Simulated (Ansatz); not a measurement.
`O=C[NH][GeH3]` + `BNC` → `B[N](C)[GeH3]` + `NC=O` at 600 K and 1 bar (ligand exchange at a Ge–N bond).

Calculated with Ansatz (gas phase, PBE0-D4/def2-TZVP geometries, no zero-point term in ΔE). CCSD(T)/CBS adds triple-zeta CCSD(T) − MP2 to the extrapolated MP2 energy (def2 sets, frozen cores). This one scheme is used for every species. For Ge outer-core shells are correlated without core-valence functions, which leaves a few kJ/mol of doubt a bond. Scalar relativity is left out up to krypton. Each species was taken in one conformer, which may not be the lowest.

| species | CCSD(T)/CBS energy (Eh) | H − E (kJ/mol) | S (J/(mol·K)) |
| --- | --- | --- | --- |
| `O=C[NH][GeH3]` | -2247.05298 | 208.1 | 395.5 |
| `BNC` | -121.18426 | 242.2 | 328.7 |
| `B[N](C)[GeH3]` | -2198.49616 | 297.1 | 428.1 |
| `NC=O` | -169.73435 | 152.2 | 302.2 |

H − E and S are ideal-gas, rigid-rotor, harmonic terms from PBE0-D4/def2-TZVP, for one conformer and one mirror image of each species. 1 Eh = 2625.50 kJ/mol, R = 8.31446 J/(mol·K).

By hand: ΔE, ΔH, ΔS and ΔG.

ΔE = (-2198.49616) + (-169.73435) − (-2247.05298) − (-121.18426) = 0.00673 Eh = 17.7 kJ/mol. Δ(H − E) = 297.1 + 152.2 − 208.1 − 242.2 = -1.0, so ΔH = 16.7 kJ/mol. ΔS = 428.1 + 302.2 − 395.5 − 328.7 = 6.1 J/(mol·K). ΔG = 16.7 − 600 × (6.1)/1000 = 13.0 kJ/mol.

By hand: the equilibrium constant, and the temperature at which ΔG would vanish if ΔH and ΔS stayed fixed.

log₁₀ K = −ΔG/(RT ln 10) = -1.1. ΔG = 0 at ΔH/ΔS = 2738 K, far beyond where these terms or the molecules hold.

The number of gas molecules stays the same, so ΔS is small and ΔH decides. A doubt of 5 kJ/mol in ΔE shifts log₁₀ K by 0.4 here. Other conformers and mirror images would add mixing entropy, several J/(mol·K) or more a flexible species. These are equilibria of isolated gas molecules and say nothing of rates. Largest T1 diagnostic: 0.016 (customary marks: 0.02 for closed shells, 0.045 for open ones).
